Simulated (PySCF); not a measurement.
# `F[C@H]1[C@@H](CC)[Se]C1`, C5H9FSe

Molfile (atoms numbered from 1):
```
C5H9FSe
     RDKit          3D

 16 16  0  0  0  0  0  0  0  0999 V2000
   -2.2601   -0.0463   -0.4518 C   0  0  0  0  0  0  0  0  0  0  0  0
   -0.9202    0.6179   -0.1744 C   0  0  0  0  0  0  0  0  0  0  0  0
    0.0083   -0.3116    0.5807 C   0  0  1  0  0  0  0  0  0  0  0  0
    0.6875   -1.8276   -0.5446 Se  0  0  0  0  0  2  0  0  0  0  0  0
    2.1268   -0.4778   -0.4037 C   0  0  0  0  0  0  0  0  0  0  0  0
    1.4394    0.2032    0.7698 C   0  0  1  0  0  0  0  0  0  0  0  0
    1.5425    1.5745    0.7383 F   0  0  0  0  0  0  0  0  0  0  0  0
   -2.8978    0.6102   -1.0372 H   0  0  0  0  0  0  0  0  0  0  0  0
   -2.7707   -0.2895    0.4777 H   0  0  0  0  0  0  0  0  0  0  0  0
   -2.1059   -0.9704   -1.0101 H   0  0  0  0  0  0  0  0  0  0  0  0
   -0.4529    0.9190   -1.1148 H   0  0  0  0  0  0  0  0  0  0  0  0
   -1.0617    1.5198    0.4280 H   0  0  0  0  0  0  0  0  0  0  0  0
   -0.4592   -0.6691    1.5003 H   0  0  0  0  0  0  0  0  0  0  0  0
    2.1403    0.1500   -1.2938 H   0  0  0  0  0  0  0  0  0  0  0  0
    3.1162   -0.8834   -0.2076 H   0  0  0  0  0  0  0  0  0  0  0  0
    1.8600   -0.1100    1.7318 H   0  0  0  0  0  0  0  0  0  0  0  0
  1  2  1  0
  2  3  1  0
  3  4  1  0
  4  5  1  0
  5  6  1  0
  6  7  1  0
  6  3  1  0
  1  8  1  0
  1  9  1  0
  1 10  1  0
  2 11  1  0
  2 12  1  0
  3 13  1  1
  5 14  1  0
  5 15  1  0
  6 16  1  1
M  END
```

Method used: TDDFT B3LYP/def2-SVPD circular dichroism and optical rotation, one conformer, gas phase in PySCF. Geometry: GFN2-xTB.

The molecule is flexible and this is one conformer; a measurement averages over conformers. The calculation is non-relativistic, which matters for the atoms heavier than Zn. States above about 6.2 eV (minus the energy of the highest occupied orbital) lie near or above the ionisation threshold and depend on the basis.

Draw the ECD and absorption spectra from the lowest 12 states, each a Gaussian of half-width 0.2 eV at 1/e height.


| E (eV) | λ (nm) | Δε (L mol⁻¹ cm⁻¹) | ε (L mol⁻¹ cm⁻¹) |
| --- | --- | --- | --- |
| 3.47 | 358 | 0.00 | 0 |
| 3.62 | 343 | +0.11 | 0.833 |
| 3.77 | 329 | +0.87 | 6.55 |
| 3.92 | 317 | +2.22 | 16.7 |
| 4.07 | 305 | +1.84 | 13.9 |
| 4.22 | 294 | +0.50 | 3.73 |
| 4.37 | 284 | +0.04 | 0.326 |
| 4.52 | 275 | 0.00 | 0 |
| 4.67 | 266 | 0.00 | 1.37 |
| 4.82 | 257 | -0.07 | 39.5 |
| 4.97 | 250 | -0.61 | 370 |
| 5.12 | 242 | -1.86 | 1130 |
| 5.27 | 235 | -1.98 | 1210 |
| 5.42 | 229 | -1.94 | 1320 |
| 5.57 | 223 | -4.26 | 3050 |
| 5.72 | 217 | -4.05 | 3110 |
| 5.87 | 211 | +0.30 | 1640 |
| 6.02 | 206 | +6.23 | 2040 |
| 6.17 | 201 | +18.84 | 3210 |
| 6.32 | 196 | +37.74 | 4900 |
| 6.47 | 192 | +30.76 | 4110 |
| 6.62 | 187 | +7.40 | 1670 |
| 6.77 | 183 | -5.11 | 1710 |
| 6.92 | 179 | -7.77 | 2240 |
| 7.07 | 175 | -2.16 | 3020 |

Δε uses R in velocity form, ε uses f in length form. Only the states computed contribute, so the short-wavelength end is incomplete.
